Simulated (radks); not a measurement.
Species: O4+. Configuration: [He] 2s1.75 3d0.25 (fractional occupations, a model configuration).

Calculated with a radial shooting solver on a logarithmic mesh with Libxc functionals: non-relativistic Kohn-Sham, PBEsol, spin-unpolarised, spherical densities, point nucleus.

Energy parts (hartree):
| part | energy |
|---|---|
| total | -67.39821 |
| kinetic | 67.29221 |
| electron-nucleus | -145.31818 |
| Hartree | 16.26078 |
| exchange-correlation | -5.63302 |

Orbitals (lengths in bohr, moments of r in powers of bohr):
orbital  occ.  eigenvalue (hartree)   <1/r>
1s          2             -22.88368   7.634
2s       1.75              -3.84549   1.576
2p          0              -3.36222   1.504
3s          0              -1.37361  0.6092
3d       0.25              -1.13455  0.5604

The highest occupied level is 3d at -30.873 eV. The configuration is held as typed, so some empty levels lie below it. Summed over all electrons, <r^2> = 3.163 bohr^2, which gives a Langevin (diamagnetic) susceptibility term of -2.5 x 10^-6 cm^3/mol. The electron density at the nucleus is 318.5 e/bohr^3.
